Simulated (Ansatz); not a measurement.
Consider the cleavage of the Al–B bond: `O[B](F)[AlH][F]` + PH₃ → `[F][AlH][PH2]` + `OBF`.

Isolated molecules relaxed with PBE0-D4/def2-TZVP in Ansatz; ΔE leaves out vibrations. CBS: MP2 limit from def2 TZ/QZ plus the TZ coupled-cluster correction, frozen cores. This one scheme is used for every species. DFT in def2-TZVPP. Each species was taken in one conformer, which may not be the lowest.

(1) Is it downhill or uphill in electronic energy at CCSD(T)/CBS, and by how much? (Estimate.)

(2) What do these levels give: PBE-D4, BLYP-D4, ωB97M-V, B2PLYP, r2SCAN, r2SCAN0, HF/def2-SVP, CCSD/def2-SVP, SCS-MP2/def2-TZVPP, CCSD/def2-TZVPP, CCSD(T)/def2-TZVPP, SCS-MP2/def2-QZVPP? (An estimate is asked.)

Largest T1 diagnostic among the species: 0.014.

## Answers

(1) Computed: Downhill: ΔE = -83.3 kJ/mol.

(2) Ansatz gave: PBE-D4 -77.5, BLYP-D4 -74.7, ωB97M-V -80.1, B2PLYP -82.0, r2SCAN -84.7, r2SCAN0 -87.0, HF/def2-SVP -86.0, CCSD/def2-SVP -79.4, SCS-MP2/def2-TZVPP -83.1, CCSD/def2-TZVPP -80.6, CCSD(T)/def2-TZVPP -80.8, SCS-MP2/def2-QZVPP -84.7 kJ/mol.

At CCSD(T), def2-SVP lies +4.5 kJ/mol from the extrapolated value and def2-TZVPP +2.5 kJ/mol. Leaving LDA and LC-ωPBE aside and taking each functional with its dispersion term where it has one, the values, not all of them listed here, spread over 12.5 kJ/mol, from B97M-V to BLYP-D4. From PBE to PBE0 (25 % exact exchange), in def2-TZVPP and without D4, ΔE moves by −4.3 kJ/mol.
